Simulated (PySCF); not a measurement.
Ta²⁺ (tantalum, charge +2) across methods

[Xe] 4f14 5d3, high-spin 4F determinant. Calculation: PySCF 2.14, in x2c-TZVPPall with one added diffuse shell each of s, p, d, f type (12s8p8d4f1g, 113 functions); scalar relativity by spin-free X2C-1e.

| method | E (hartree) | mean ε 4f α (eV) | mean ε 4f β (eV) | mean ε 5d α (eV) | Σ⟨r²⟩ (bohr²) | ⟨S²⟩ |
| --- | --- | --- | --- | --- | --- | --- |
| r2SCAN | -15604.48 | -40.817 | -40.495 | -19.635 | 41.09 | 3.753 |
| PBE0 | -15604.15 | -44.677 | -44.375 | -20.690 | 41.17 | 3.752 |
| PBE | -15604.37 | -40.583 | -40.304 | -19.345 | 41.43 | 3.751 |
| UHF | -15599.27002 | -56.092 | -55.769 | -24.106 | 40.97 | 3.756 |

Question: Estimate the same row for LDA.

Answer: E (hartree) = -15594.25; mean ε 4f α (eV) = -41.027; mean ε 4f β (eV) = -40.727; mean ε 5d α (eV) = -19.427; Σ⟨r²⟩ (bohr²) = 41.47; ⟨S²⟩ = 3.751.

Spin-orbit coupling, absent here, splits the open shell strongly.
